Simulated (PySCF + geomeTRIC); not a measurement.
Species: C4H7NSi, SMILES `NC1=C[SiH2]C=C1` (charge 0, multiplicity 1).

Give a relaxed geometry from PBE-D3(BJ)/def2-TZVP (PySCF + geomeTRIC).

Several could match; the one computed here: the end point of this relaxation, one of several conformers (outside a Z-matrix the atoms follow the SMILES, hydrogens last).
Z-matrix (Å, degrees):
```
C
C 1 1.3671
N 1 1.3820 2 127.03
H 3 1.0146 1 116.95 2 16.84
H 3 1.0148 4 114.07 1 -141.76
H 2 1.0893 1 122.40 3 -3.44
C 1 1.4892 2 116.26 6 179.76
C 7 1.3483 1 117.01 2 -0.37
H 8 1.0893 7 122.37 1 179.99
H 7 1.0967 8 124.03 9 0.36
Si 2 1.8466 6 130.46 1 179.74
H 11 1.5005 2 115.42 6 -62.41
H 11 1.5005 12 106.82 8 124.06
```
